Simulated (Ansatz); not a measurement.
Consider the ligand exchange at the Si–N bond: `BN[SiH2]OC` + `[SiH3]S` → `CO[SiH2]S[SiH3]` + `BN`.

Program: Ansatz. Geometries: PBE0-D4/def2-TZVP. ΔE: electronic, gas phase. CCSD(T)/CBS is the MP2 limit (def2-TZVPP, def2-QZVPP) plus CCSD(T) − MP2 in def2-TZVPP, frozen cores. This one scheme is used for every species. DFT in def2-TZVPP. Each species was taken in one conformer, which may not be the lowest.

```tsv
level	ΔE (kcal/mol)	difference from CCSD(T)/CBS
r2SCAN-D4	-6.7	-1.3
PBE0-D4	-7.5	-2.1
ωB97X-V	-5.5	-0.1
PBE	-7.1	-1.7
r2SCAN	-6.3	-0.9
MP2/def2-TZVPP	-5.7	-0.3
CCSD/def2-TZVPP	-3.7	1.7
CCSD(T)/def2-TZVPP	-4.6	0.8
HF/def2-QZVPP	-0.8	4.6
MP2/CBS(def2)	-6.5	-1.1
CCSD(T)/CBS	-5.4	0
```

Largest T1 diagnostic among the species: 0.012.

In def2-TZVPP, CCSD(T) changes the Hartree–Fock value by −3.6 kcal/mol (the triples alone add −0.9 kcal/mol) and MP2 by −4.6 kcal/mol. The D4 term adds −2.0 kcal/mol with B3LYP and −1.2 kcal/mol with PBE0; it sums over pairs of atoms, weighted by their polarisabilities, and B3LYP, whose exchange is more repulsive, gets the larger term.

B3LYP here is the variant with VWN-RPA as its local correlation; programs differ in this.
